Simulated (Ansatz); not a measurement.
A series at Si: from `S[Si](Cl)(Cl)Cl`, ligands are replaced one by one, each step taking up H₂ and setting free HCl; n counts the steps. Ansatz, PBE0-D4/def2-TZVP geometries. Each molecule was computed in one conformer, which needn't be the lowest.

CBS adds triple-zeta CCSD(T) − MP2 to the MP2 limit, frozen cores; atoms without spin–orbit coupling. 

```csv
n,molecule,"atomization energy, CCSD(T)/CBS (kJ/mol)"
0,`S[Si](Cl)(Cl)Cl`,?
1,`S[SiH](Cl)Cl`,1843.7
2,`S[SiH2]Cl`,1776.4
3,`[SiH3]S`,1706.0
```

By hand: fit a straight line y = ȳ + b (n − n̄) to the 3 given rows and predict n = 0.

n̄ = 2.000, ȳ = 1775.37; Σ(n − n̄)(y − ȳ) = -137.70, Σ(n − n̄)² = 2.000, so b = -68.85 kJ/mol a step. Prediction: 1775.37 + (-68.85) × (-2.000) = 1913.1 kJ/mol.

By hand: compare with the computed value, 1906.8 kJ/mol, and give the steps along the whole series.

The line misses by -6.3 kJ/mol (computed minus predicted). Steps: -63.1, -67.3, -70.4 kJ/mol.

The steps differ by at most 7.3 kJ/mol, 11 % of a mean step, so the ligands' effects nearly add and a line is close. The miss is 3.1 % of the series' range. The energies themselves are unsure by some kJ/mol a bond, though much of that is common to the series.
